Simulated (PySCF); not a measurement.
Computed IR spectrum (relative IR intensity) of a molecule C4H12Sn. Geometry: PBE0-D3(BJ)/def2-SVP. The def2 effective core potentials stand for the cores of Sn; spin–orbit coupling is left out. One conformer was computed; it need not be the lowest. Method: PBE0-D3(BJ)/def2-SVP (PySCF). Frequencies are harmonic and unscaled.

Lines under 2 % of the strongest are left out, and lines within 2 cm⁻¹ are merged.

ν (cm⁻¹): 138 (vw), 530 (m), 779 (vs), 1208 (w), 1441 (w), 3065 (w), 3179 (w) (against the strongest line: vs over 80 %, s over 45 %, m over 15 %, w over 4 %, vw less)

### Question
Identify the compound among the candidates.
A. C[CH2][SnH]([CH3])[CH3]
B. [CH3][Sn]([CH3])([CH3])[CH3]
C. C[CH2][SnH2][CH2]C
D. C[C](C)(C)[SnH3]

### Answer
B, [CH3][Sn]([CH3])([CH3])[CH3]
